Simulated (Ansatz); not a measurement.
Input and output for AlFH3NZn (`[NH2][Zn][AlH][F]`).

```yaml
crystal:
  periodic: [false, false, false]
  atoms:
    - {symbol: N, position_ang: [0.074070, 1.856320, -1.146134]}
    - {symbol: Zn, position_ang: [0.021199, 0.323888, -0.162565]}
    - {symbol: Al, position_ang: [0.041601, -1.760923, 1.131511]}
    - {symbol: F, position_ang: [-0.512818, -3.116990, 0.352189]}
    - {symbol: H, position_ang: [0.218087, 2.770153, -0.747026]}
    - {symbol: H, position_ang: [-0.343523, 1.945937, -2.058721]}
    - {symbol: H, position_ang: [0.501394, -2.018364, 2.630756]}
basis:
  gaussian: {orbitals: def2-TZVP}
hamiltonian: {xc: {name: revPBE}}
scf: {lower_state_search: light}
output: {forces: true}
```

```sh
$ ansatz run in.yaml --threads 2 --pin off --events-out ev --progress --plain --max-ram 4352MiB
```

Output, abridged:

```
Functional definition: revPBE
1162 factors; their error is unknown
mean field evaluation 1: about -59254.6457 eV, gradient 1.0e2 eV
mean field evaluation 2: about -59142.1715 eV, gradient 2.4e2 eV
mean field evaluation 4: about -59268.7708 eV, gradient 4.0e1 eV
mean field evaluation 8: about -59270.7314 eV, gradient 3.3e-1 eV
mean field evaluation 16: about -59270.7119 eV, gradient 1.4e-4 eV
mean field -59270.71189026 eV, -2178.1584868356 hartree, gradient 2.5e-5 eV, S^2 0.000000; 0 other end points of the search recorded, 0 dependent functions left out
reference -59270.71194922 eV, -2178.1584890023 hartree; 31, 31 occupied and 134, 134 virtual orbitals, 1162 factors
Total energy: -59270.71194922 eV, -2178.1584890023 hartree
Atom 0 at     0.074070     1.856320    -1.146134 Å, force     0.130034    -0.061396    -0.018603 eV/Å
Atom 1 at     0.021199     0.323888    -0.162565 Å, force    -0.017256    -0.273602     0.191459 eV/Å
Atom 2 at     0.041601    -1.760923     1.131511 Å, force     0.185652     0.519115     0.185934 eV/Å
Atom 3 at    -0.512818    -3.116990     0.352189 Å, force    -0.236379    -0.570433    -0.329363 eV/Å
Atom 4 at     0.218087     2.770153    -0.747026 Å, force     0.059254     0.371263     0.169260 eV/Å
Atom 5 at    -0.343523     1.945937    -2.058721 Å, force    -0.173516     0.030199    -0.371973 eV/Å
Atom 6 at     0.501394    -2.018364     2.630756 Å, force     0.052211    -0.015146     0.173285 eV/Å
Dipole moment:     0.007596     0.412509     0.016534 e Å
```

Hardware: 2 threads of an Arm Neoverse V1 on a shared host. Wall time 2.7 s, peak host memory 0.4 GiB.
